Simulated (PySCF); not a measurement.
Polarisability and C₆ of Ho⁴³⁺ (holmium, charge +43)

[Ar] 3d6, high-spin 5D determinant. All numbers are calculated (PySCF 2.14, scalar relativity by spin-free X2C-1e, in an uncontracted even-tempered set (18 s from 8.8 bohr⁻², ratio 2.5; 13 p from 11 bohr⁻², ratio 2.5; 8 d from 11 bohr⁻², ratio 2.5; 4 f from 45 bohr⁻², ratio 2.7; 3 g from 67 bohr⁻², ratio 2.7)). Coupled (time-dependent) response in atomic units; α is the mean over directions.

```
method  mean α (bohr³)                  α xx, yy, zz  C₆ (like pair)      S(−4)
   UHF        0.003958  0.003714, 0.003714, 0.004447       0.0004000  1.107e-05
```

S(−4) is the Cauchy moment in α(ω) = α(0) + S(−4) ω² + …

Spin-orbit coupling is absent.

α(iu) at UHF:

```json
{"u (hartree)": "0", "α(iu) (bohr³)": "0.003958"}
{"u (hartree)": "3.00", "α(iu) (bohr³)": "0.003863"}
{"u (hartree)": "6.00", "α(iu) (bohr³)": "0.003617"}
{"u (hartree)": "12.0", "α(iu) (bohr³)": "0.002998"}
{"u (hartree)": "18.0", "α(iu) (bohr³)": "0.002503"}
{"u (hartree)": "24.0", "α(iu) (bohr³)": "0.002166"}
{"u (hartree)": "30.0", "α(iu) (bohr³)": "0.001931"}
{"u (hartree)": "45.0", "α(iu) (bohr³)": "0.001552"}
{"u (hartree)": "60.0", "α(iu) (bohr³)": "0.001295"}
{"u (hartree)": "90.0", "α(iu) (bohr³)": "0.0009310"}
{"u (hartree)": "150", "α(iu) (bohr³)": "0.0005214"}
```

A single London oscillator, α(iu) = α/(1 + u²/ω²), gives C₆ = (3/4) ω α². Matching the computed C₆ needs ω = 4 × 0.0004000 / (3 × 0.003958²) = 34.0 hartree.

For an ion, C₆ is the dispersion term alone; charge-induced terms of lower order in 1/R come first.

The components differ because the open shell of this determinant is not spherical; for a pure term their mean is the scalar polarisability.

Spin-orbit coupling is strong in this species (close to jj coupling), so the high-spin LS determinant is a model state, not a physical level.
